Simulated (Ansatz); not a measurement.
Geometry optimisation of `CO[C]1=N[CH2][AlH]1`.

```yaml
crystal:
  periodic: [false, false, false]
  atoms:
    - {symbol: C, position_ang: [-0.105568, -1.756443, 1.427958]}
    - {symbol: O, position_ang: [0.148566, -0.349946, 1.573373]}
    - {symbol: C, position_ang: [0.074523, 0.380465, 0.459516]}
    - {symbol: N, position_ang: [-0.153775, -0.126510, -0.722652]}
    - {symbol: C, position_ang: [-0.322348, 0.942622, -1.733084]}
    - {symbol: Al, position_ang: [0.508014, 2.122124, -0.350073]}
    - {symbol: H, position_ang: [-0.065251, -2.185316, 2.445892]}
    - {symbol: H, position_ang: [0.658061, -2.229156, 0.776072]}
    - {symbol: H, position_ang: [-1.100346, -1.930940, 0.967435]}
    - {symbol: H, position_ang: [0.215675, 0.711146, -2.676796]}
    - {symbol: H, position_ang: [-1.393032, 1.085942, -1.986724]}
    - {symbol: H, position_ang: [1.612480, 3.280912, -0.147019]}
basis:
  gaussian: {orbitals: def2-TZVP}
hamiltonian: {xc: pbe0, dispersion: d4}
relax: {f_tol: 0.005, max_steps: 150}
```

```sh
$ ansatz run in.yaml --threads 4 --pin off --events-out ev --progress --plain --max-ram 10444MiB
```

It prints (some lines left out):

```
Functional definition: PBE0
mean field -13332.83820219 eV, -489.9727666082 hartree, gradient 1.3e-5 eV, S^2 0.000000; 0 other end points of the search recorded, 0 dependent functions left out
relax step   1: F+E_penalty+E_count = -13333.04908034 eV  Δ(F+E_penalty+E_count) = +0.000e0 eV  max|allowed force component| = 8.850e-1 eV/Å  Δτ_max = 0.0000 Å  (32 SCF iters, accepted)
mean field -13332.89529191 eV, -489.9748646168 hartree, gradient 1.2e-5 eV, S^2 0.000000; 0 other end points of the search recorded, 0 dependent functions left out
relax step   2: F+E_penalty+E_count = -13333.10715864 eV  Δ(F+E_penalty+E_count) = -5.808e-2 eV  max|allowed force component| = 3.597e-1 eV/Å  Δτ_max = 0.0375 Å  (35 SCF iters, accepted)
mean field -13332.90571814 eV, -489.9752477736 hartree, gradient 1.1e-5 eV, S^2 0.000000; 0 other end points of the search recorded, 0 dependent functions left out
relax step   3: F+E_penalty+E_count = -13333.11779881 eV  Δ(F+E_penalty+E_count) = -1.064e-2 eV  max|allowed force component| = 7.142e-2 eV/Å  Δτ_max = 0.0444 Å  (35 SCF iters, accepted)
mean field -13332.89419773 eV, -489.9748244062 hartree, gradient 2.1e-5 eV, S^2 0.000000; 0 other end points of the search recorded, 0 dependent functions left out
relax step   4: F+E_penalty+E_count = -13333.10596873 eV  Δ(F+E_penalty+E_count) = +1.183e-2 eV  max|allowed force component| = 3.304e-1 eV/Å  Δτ_max = 0.0716 Å  (33 SCF iters, rejected (line search))
mean field -13332.90855960 eV, -489.9753521953 hartree, gradient 2.3e-5 eV, S^2 0.000000; 0 other end points of the search recorded, 0 dependent functions left out
relax step   5: F+E_penalty+E_count = -13333.12053514 eV  Δ(F+E_penalty+E_count) = -2.736e-3 eV  max|allowed force component| = 3.930e-2 eV/Å  Δτ_max = 0.0348 Å  (34 SCF iters, accepted)
mean field -13332.91243664 eV, -489.9754946740 hartree, gradient 2.3e-5 eV, S^2 0.000000; 0 other end points of the search recorded, 0 dependent functions left out
relax step   6: F+E_penalty+E_count = -13333.12424736 eV  Δ(F+E_penalty+E_count) = -3.712e-3 eV  max|allowed force component| = 8.507e-2 eV/Å  Δτ_max = 0.1000 Å  (32 SCF iters, accepted)
mean field -13332.91417211 eV, -489.9755584511 hartree, gradient 2.5e-5 eV, S^2 0.000000; 0 other end points of the search recorded, 0 dependent functions left out
relax step   7: F+E_penalty+E_count = -13333.12578781 eV  Δ(F+E_penalty+E_count) = -1.540e-3 eV  max|allowed force component| = 2.455e-1 eV/Å  Δτ_max = 0.1106 Å  (33 SCF iters, accepted)
mean field -13332.91320619 eV, -489.9755229543 hartree, gradient 1.5e-5 eV, S^2 0.000000; 0 other end points of the search recorded, 0 dependent functions left out
relax step   8: F+E_penalty+E_count = -13333.12405473 eV  Δ(F+E_penalty+E_count) = +1.733e-3 eV  max|allowed force component| = 2.364e-1 eV/Å  Δτ_max = 0.1056 Å  (33 SCF iters, rejected (line search))
mean field -13332.91755539 eV, -489.9756827844 hartree, gradient 1.9e-5 eV, S^2 0.000000; 0 other end points of the search recorded, 0 dependent functions left out
relax step   9: F+E_penalty+E_count = -13333.12911442 eV  Δ(F+E_penalty+E_count) = -3.327e-3 eV  max|allowed force component| = 5.950e-2 eV/Å  Δτ_max = 0.0512 Å  (34 SCF iters, accepted)
mean field -13332.91790359 eV, -489.9756955806 hartree, gradient 2.0e-5 eV, S^2 0.000000; 0 other end points of the search recorded, 0 dependent functions left out
relax step  10: F+E_penalty+E_count = -13333.12952555 eV  Δ(F+E_penalty+E_count) = -4.111e-4 eV  max|allowed force component| = 5.000e-2 eV/Å  Δτ_max = 0.0289 Å  (34 SCF iters, accepted)
mean field -13332.91843889 eV, -489.9757152523 hartree, gradient 1.8e-5 eV, S^2 0.000000; 0 other end points of the search recorded, 0 dependent functions left out
relax step  11: F+E_penalty+E_count = -13333.13007832 eV  Δ(F+E_penalty+E_count) = -5.528e-4 eV  max|allowed force component| = 4.784e-2 eV/Å  Δτ_max = 0.0269 Å  (34 SCF iters, accepted)
mean field -13332.91859751 eV, -489.9757210817 hartree, gradient 1.8e-5 eV, S^2 0.000000; 0 other end points of the search recorded, 0 dependent functions left out
relax step  12: F+E_penalty+E_count = -13333.13027497 eV  Δ(F+E_penalty+E_count) = -1.966e-4 eV  max|allowed force component| = 2.387e-2 eV/Å  Δτ_max = 0.0230 Å  (34 SCF iters, accepted)
mean field -13332.91865417 eV, -489.9757231639 hartree, gradient 1.7e-5 eV, S^2 0.000000; 0 other end points of the search recorded, 0 dependent functions left out
relax step  13: F+E_penalty+E_count = -13333.13035245 eV  Δ(F+E_penalty+E_count) = -7.748e-5 eV  max|allowed force component| = 9.187e-3 eV/Å  Δτ_max = 0.0152 Å  (35 SCF iters, accepted)
mean field -13332.91868435 eV, -489.9757242728 hartree, gradient 1.7e-5 eV, S^2 0.000000; 0 other end points of the search recorded, 0 dependent functions left out
relax step  14: F+E_penalty+E_count = -13333.13037890 eV  Δ(F+E_penalty+E_count) = -2.644e-5 eV  max|allowed force component| = 4.625e-3 eV/Å  Δτ_max = 0.0085 Å  (34 SCF iters, accepted)
mean field -13332.91868435 eV, -489.9757242728 hartree, gradient 1.7e-5 eV, S^2 0.000000; 1 other end points of the search recorded, 0 dependent functions left out
Total energy: -13333.13041694 eV, -489.9835053023 hartree
Atom 0 at    -0.131920    -1.752270     1.424969 Å, force    -0.000371     0.003283     0.000994 eV/Å
Atom 1 at     0.371177    -0.420990     1.498668 Å, force     0.001096    -0.001987    -0.003779 eV/Å
Atom 2 at     0.252650     0.306854     0.394440 Å, force    -0.000478    -0.000288     0.004625 eV/Å
Atom 3 at    -0.277911    -0.132749    -0.689640 Å, force    -0.000954     0.003062    -0.002429 eV/Å
Atom 4 at    -0.260002     0.923073    -1.732268 Å, force    -0.000600     0.002198    -0.000719 eV/Å
Atom 5 at     0.616077     2.058689    -0.385815 Å, force    -0.000547    -0.003351     0.000325 eV/Å
Atom 6 at     0.048252    -2.194917     2.402780 Å, force    -0.000644    -0.000170    -0.001387 eV/Å
Atom 7 at     0.385041    -2.315915     0.645649 Å, force    -0.000953     0.000683     0.002445 eV/Å
Atom 8 at    -1.199424    -1.747315     1.195211 Å, force     0.002928    -0.001116     0.000539 eV/Å
Atom 9 at     0.296016     0.587164    -2.610960 Å, force     0.000523     0.000148     0.000091 eV/Å
Atom 10 at    -1.275446     1.153254    -2.064042 Å, force     0.000867    -0.000578    -0.000390 eV/Å
Atom 11 at     1.252490     3.480022    -0.045095 Å, force    -0.000867    -0.001886    -0.000314 eV/Å
Dipole moment:     0.044540     0.138051    -0.012494 e Å
```

Hardware: 4 threads of an Arm Neoverse V2 on a shared host. Wall time 60 s, peak host memory 0.65 GiB.
